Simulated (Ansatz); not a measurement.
Computed with Ansatz.

A structure relaxed at PBE0-D4/def2-TZVP, charge 0, multiplicity 1:

```xyz
7

F     1.2181    0.9178    1.6607
B     0.8228    0.8659    0.4105
F     1.3056    1.7552   -0.4266
Si   -0.4990   -0.5342   -0.2359
Cl   -0.9961   -1.8132    1.2631
Cl    0.3306   -1.5892   -1.7671
Cl   -2.1820    0.3977   -0.9047
```

Give its formula and SMILES.

BCl3F2Si, `FB(F)[Si](Cl)(Cl)Cl`.

Summarise the bond lengths by kind.

2 × B–F 1.312 to 1.313 Å; 1 × B–Si 2.031 Å; 3 × Cl–Si 2.032 to 2.037 Å.
